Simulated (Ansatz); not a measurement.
Total energies of Ge(OH)H3 (GeOH4) from Ansatz at PBE-D4/def2-TZVP, gas phase (1 Eh = 27.2114 eV = 2625.5 kJ/mol). The reference geometry is relaxed at PBE-D4/def2-TZVP.

```xyz
6

Ge   -0.1453    0.0944   -0.4092
O     0.7103    0.2207    1.1774
H     0.5246   -0.5533    1.7340
H    -1.6795    0.0240   -0.1837
H     0.3299   -1.1713   -1.1719
H     0.2600    1.3854   -1.1466
```

| state | geometry | energy (Eh) |
| --- | --- | --- |
| charge 0 singlet | reference | -2154.27049 |
| charge 1 doublet | reference | -2153.88227 |
| free Ge atom (triplet) | – | -2076.60177 |
| free O atom (triplet) | – | -75.00967 |
| free H atom (doublet) | – | -0.49962 |

**Question.** Work out the vertical ionisation energy to the doublet.

**Answer.** E(charge 1 doublet) − E(charge 0 singlet) = -2153.88227 − (-2154.27049) = 0.38822 Eh = 10.56 eV. For comparison, −ε of the highest occupied level is 6.79 eV at this level, 3.77 eV less.

**Question.** What is the binding energy per atom against free atoms?

**Answer.** Atoms: 1 × (-2076.60177) + 1 × (-75.00967) + 4 × (-0.49962) = -2153.60992 Eh. Binding: -2153.60992 − (-2154.27049) = 0.66057 Eh = 17.98 eV, or 3.00 eV for each of 6 atoms (no zero-point energy, no counterpoise term).
